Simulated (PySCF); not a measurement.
Chain-length series, n-germane silyl/silyl (end groups after the name). Gas-phase values, no solvent. One relaxed conformer stands for each flexible species; it need not be the lowest. Strings in code marks are SMILES. All members: neutral, multiplicity 1. Level: r2SCAN-D4/def2-TZVP // r2SCAN-D4/def2-SVP (PySCF). 

```tsv
species	n (atoms other than H)	1/n	HOMO–LUMO gap (eV)
`[SiH3][GeH2][GeH2][GeH2][GeH2][GeH2][GeH2][GeH2][SiH3]`	9	0.1111	4.49
`[SiH3][GeH2][GeH2][GeH2][GeH2][GeH2][GeH2][SiH3]`	8	0.1250	4.63
`[SiH3][GeH2][GeH2][GeH2][GeH2][GeH2][SiH3]`	7	0.1429	4.82
`[SiH3][GeH2][GeH2][GeH2][GeH2][SiH3]`	6	0.1667	5.06
`[SiH3][GeH2][GeH2][GeH2][SiH3]` (Si–Ge–Ge–Ge torsion 175°, Ge–Ge–Ge–Si torsion 178°)	5	0.2000	5.39
`[SiH3][GeH2][GeH2][SiH3]` (Si–Ge–Ge–Si torsion 178°)	4	0.2500	withheld
`[SiH3][GeH2][SiH3]`	3	0.3333	6.50
```

Task: Fit HOMO–LUMO gap = a + b·x to the 6 complete rows by least squares, with x = 1/n. Give a, b and the rms residual, and predict the withheld value.

Result: Means of the 6 rows: x̄ = 0.17983, ȳ = 5.1483 eV. Σ(x − x̄)² = 0.033226 and Σ(x − x̄)(y − ȳ) = 0.29927, so b = 9.007 and a = ȳ − b·x̄ = 3.529 eV. The rms residual is 0.036 eV. At x = 0.25 the line gives 5.78 eV. The run for `[SiH3][GeH2][GeH2][SiH3]` (Si–Ge–Ge–Si torsion 178°) gave 5.86 eV, so the line is off by 0.08 eV, more than twice the rms residual.

Codes: PySCF.
